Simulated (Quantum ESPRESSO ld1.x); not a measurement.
Task: Coherent X-ray form factor from a spherical all-electron density. Method: Dirac Kohn-Sham, PW91, spin-unpolarised, spherical densities, point nucleus; computed with ld1.x of Quantum ESPRESSO 7.5.

| sin(theta)/lambda (1/angstrom) | f0 (electrons) |
|---|---|
| 0.05 | 74.387 |
| 0.1 | 72.634 |
| 0.15 | 69.973 |
| 0.2 | 66.708 |
| 0.25 | 63.146 |
| 0.3 | 59.536 |
| 0.4 | 52.780 |
| 0.5 | 47.017 |
| 0.6 | 42.199 |
| 0.8 | 34.520 |
| 1 | 28.508 |
| 1.25 | 22.830 |
| 1.5 | 18.981 |
| 2 | 14.778 |

The species is in the configuration that NIST lists as its ground one. Which atom or ion scatters so?

Result: The gold ion Au4+, [Xe] 4f14 5d7. Extrapolating in s^2 from the first two rows gives f0(0) = 75.0, near the electron count 75; among species with that count, the fall with angle is slower the higher Z, and the table is that of Z = 79; from so few rows the species is fixed only to a neighbour or two.
